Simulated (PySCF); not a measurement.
Relaxation of doublet H3RuO2

Level of theory: PySCF, UPBE0, basis Ru def2-TZVP with ECP28, O def2-TZVP, H def2-TZVP (scalar-relativistic core potentials, no spin–orbit coupling, density fitting). A (50,194) grid was used.

A hand-made trigonal bipyramidal (ligand arrangement 2) start, of Cs symmetry, held to at least that symmetry:

Coordinates in bohr (charge 0 multiplicity 2):
```
Ru   -0.3966    0.3093    0.0000
O     0.0000   -2.8977    0.0000
O     2.8104    0.7060    0.0000
H    -0.7608    3.2538    0.0000
H    -1.8689    0.1272   -2.5694
H    -1.8689    0.1272    2.5694
```

Optimiser trace:
```csv
step,E − E(last) (kJ/mol),largest gradient (Eh/bohr)
0,303.24,0.12916
1,177.31,0.07432
2,119.55,0.06274
3,88.58,0.05176
4,55.79,0.03491
5,24.20,0.05193
6,10.80,0.02427
7,3.81,0.00350
8,2.17,0.00450
9,1.22,0.00464
10,0.84,0.00313
11,0.48,0.00323
12,0.19,0.00245
13,0.03,0.00132
14,0.00,0.00034
15,0.00,0.00012
```

It ends at Cs with Ru–H 1.575 Å (×2), Ru–H 1.599 Å, Ru–O 1.670 Å, Ru–O 1.697 Å; H–Ru–H 58.5° (×2), H–Ru–H 116.0°, H–Ru–O 98.8° (×2), H–Ru–O 110.5° (×2), H–Ru–O 116.1°, H–Ru–O 122.1°, O–Ru–O 121.8° (after a last refinement on a finer grid). A frequency run shows a minimum.

With open d or f shells other occupations or spin states may lie lower.

The relaxation took 44 s on 4 threads of a shared Arm Neoverse V2 host, with 120 basis functions and 16 gradients; the process peaked at 0.95 GiB.
